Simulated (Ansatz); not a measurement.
A run for Ansatz (a first-principles code): FCI/def2-SVP on H2Mg (SMILES [MgH2]), a point of a bond scan (R = 3.400 Å).

Ansatz 0.2 input:
```yaml
crystal:
  periodic: [false, false, false]
  atoms:
    - {symbol: Mg, position_ang: [0.00000000, 0.00000000, 0.00000000]}
    - {symbol: H, position_ang: [-0.00000000, -0.00000000, -3.39956568]}
    - {symbol: H, position_ang: [0.00000000, 0.00000000, 1.69978284]}
basis:
  gaussian:
    orbitals: def2-SVP
magnetization: {spin_polarized: false}
correlation: {method: fci, electrons: outside_noble_gas}
```

### Question
What total energy does the run end on?

### Answer
-200.6273 hartree.
